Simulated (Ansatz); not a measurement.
Relaxation of BH5SSe (8 atoms, charge 0, multiplicity 1), to a largest force component of 0.03 eV/Å in at most 50 steps.

All numbers below come from UKS PBE/def2-SVP (Ansatz 0.2.0).

```xyz
8
Properties=species:S:1:pos:R:3
B -0.982 -0.576 0.259
S 1.501 0.112 -1.616
H -0.633 -1.724 0.354
H -1.727 -0.135 -0.584
H 1.377 0.720 -0.403
Se -0.511 0.756 1.681
H 0.665 1.013 -2.197
H 0.311 -0.165 2.506
```

Question: Where does it end, and by what steps?

Answer: It converged. After 15 steps the energy has fallen by 0.216 eV; H7 moved furthest, 0.85 Å. Joined: B1–S2 (3.19 → 2.08 Å).

| step | energy less start (eV) | largest force component (eV/Å) | accepted |
| --- | --- | --- | --- |
| 0 | 0.0000 | 0.869 | yes |
| 1 | -0.0506 | 0.280 | yes |
| 2 | -0.0509 | 0.820 | yes |
| 3 | -0.0862 | 0.374 | yes |
| 4 | -0.0911 | 0.248 | yes |
| 5 | -0.1163 | 0.264 | yes |
| 6 | -0.1245 | 0.637 | yes |
| 7 | -0.1538 | 0.436 | yes |
| 8 | -0.1721 | 0.095 | yes |
| 9 | -0.1824 | 0.236 | yes |
| 10 | -0.1838 | 0.754 | yes |
| 11 | -0.2093 | 0.107 | yes |
| 12 | -0.2062 | 0.156 | no |
| 13 | -0.2140 | 0.047 | yes |
| 14 | -0.2156 | 0.084 | yes |
| 15 | -0.2164 | 0.027 | yes |

```xyz
8
Properties=species:S:1:pos:R:3
B -0.694 -0.509 0.008
S 0.745 0.030 -1.393
H -0.318 -1.643 0.256
H -1.683 -0.418 -0.704
H 1.853 0.173 -0.605
Se -0.785 0.790 1.539
H 0.559 1.384 -1.437
H 0.322 0.195 2.336
```

Whether the end is a true minimum wasn't checked by a vibrational analysis.

Run time: 18 s on 2 threads of Intel(R) Xeon(R) 6975P-C (Granite Rapids), on a shared host, peak memory 0.17 GiB.
